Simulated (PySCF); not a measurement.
A structure optimised at PBE-D3(BJ)/def2-SVP, used in a PySCF frequency run:

```
C
H 1 1.1095
H 1 1.1095 2 106.81
C 1 1.5301 2 111.61 3 -122.24
H 4 1.1091 1 112.41 2 179.21
H 4 1.1091 5 107.16 1 -123.98
H 4 1.1126 5 106.81 6 -114.17
Cd 1 2.1330 2 105.72 3 112.28
Br 8 2.4511 2 156.38 1 -179.73
```
Charge 0, spin multiplicity 1.

Q: Write its SMILES, formula and point group.

A: C[CH2][Cd][Br], C₂H₅BrCd, Cs

Q: What are its rotational constants (standard atomic weights)?

A: 19.161, 0.82845, 0.80220 GHz
